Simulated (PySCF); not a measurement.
# Tc: ionisation energy

Tc [Kr] 4d5 5s2 (6S) → Tc⁺ [Kr] 4d5 5s1 (7S), as a difference of total energies. All numbers are calculated (PySCF 2.14, a scalar-relativistic core potential, in def2-TZVPPD with the def2 core potential (28 electrons)). Correlated levels: valence and next inner shell: nothing frozen outside the core potential. The calculations carry no spin-orbit coupling.

```
                                method  ionisation energy (eV)
                                   UHF                   5.542
    MP2 (valence and next inner shell)                   6.827
SCS-MP2 (valence and next inner shell)                   6.959
   CCSD (valence and next inner shell)                   6.829
CCSD(T) (valence and next inner shell)                   6.965
```

Q: How much does correlation contribute at CCSD(T) (valence and next inner shell)?

A: 6.965 − (5.542) = 1.423 eV, measured against UHF.

Errors of the correlated levels include the incompleteness of this basis.

For comparison: 7.119 eV (measured; NIST Atomic Spectra Database, ionization energies).
